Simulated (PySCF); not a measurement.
## Relaxation of singlet GaBr₃

These are results of PBE0 in PySCF with Ga def2-SVP, Br def2-SVP; no relativity; density-fitted integrals, not measurements. A (50,194) grid was used.

A hand-made trigonal planar start, of D3h symmetry, held to at least that symmetry:

```xyz
4
charge 0 multiplicity 1, angstrom
Ga    0.0000    0.0000    0.0000
Br    2.3800    0.0000    0.0000
Br   -1.1900    2.0611    0.0000
Br   -1.1900   -2.0611    0.0000
```

Q: What does it relax to?

A: It ends at D3h with Ga–Br 2.266 Å (×3); Br–Ga–Br 120.0° (×3). A frequency run shows a minimum.

Q: How much energy is released, and in how many steps?

A: 24.9 kJ/mol in 4 steps.
